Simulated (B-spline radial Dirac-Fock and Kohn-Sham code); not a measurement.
**Muonic isotope shifts in lutetium**

The computed values come from a radial atomic solver: the Dirac equation of a negative muon with reduced mass in the field of a spherical finite nucleus, with the Uehling potential to all orders; nuclear polarisation, deformation, hyperfine structure, self-energy, higher-order vacuum polarisation, relativistic recoil and electron screening are left out. Nuclear charge: Fermi distribution (skin thickness 2.3 fm); radii from Angeli and Marinova (2013). Reference ¹⁷⁰Lu, radius 5.3364 fm: 2p3/2 → 1s1/2 5131 keV, 3d5/2 → 2p3/2 1922 keV.

| A | radius (fm) | δ⟨r²⟩ (fm²) | shift 2p3/2 → 1s (keV) | shift 3d5/2 → 2p3/2 (keV) |
| --- | --- | --- | --- | --- |
| 161 | 5.2293 | -1.132 | +79.36 | +5.46 |
| 162 | 5.2398 | -1.022 | +71.50 | +4.93 |
| 163 | 5.2567 | -0.844 | +58.88 | +4.08 |
| 164 | 5.2677 | -0.729 | +50.69 | +3.52 |
| 165 | 5.283 | -0.567 | +39.34 | +2.74 |
| 166 | 5.2972 | -0.417 | +28.83 | +2.01 |
| 167 | 5.3108 | -0.273 | +18.80 | +1.31 |
| 168 | 5.3227 | -0.146 | +10.04 | +0.70 |
| 169 | 5.329 | -0.079 | +5.42 | +0.38 |
| 171 | 5.3436 | +0.077 | -5.27 | -0.37 |
| 172 | 5.3486 | +0.130 | -8.92 | -0.62 |
| 173 | 5.3577 | +0.228 | -15.56 | -1.09 |
| 174 | 5.3634 | +0.289 | -19.71 | -1.39 |
| 175 | 5.37 | +0.360 | -24.51 | -1.73 |
| 176 | 5.3739 | +0.402 | -27.34 | -1.93 |
| 177 | 5.3815 | +0.483 | -32.86 | -2.32 |
| 178 | 5.3857 | +0.529 | -35.90 | -2.53 |
| 179 | 5.3917 | +0.593 | -40.24 | -2.84 |
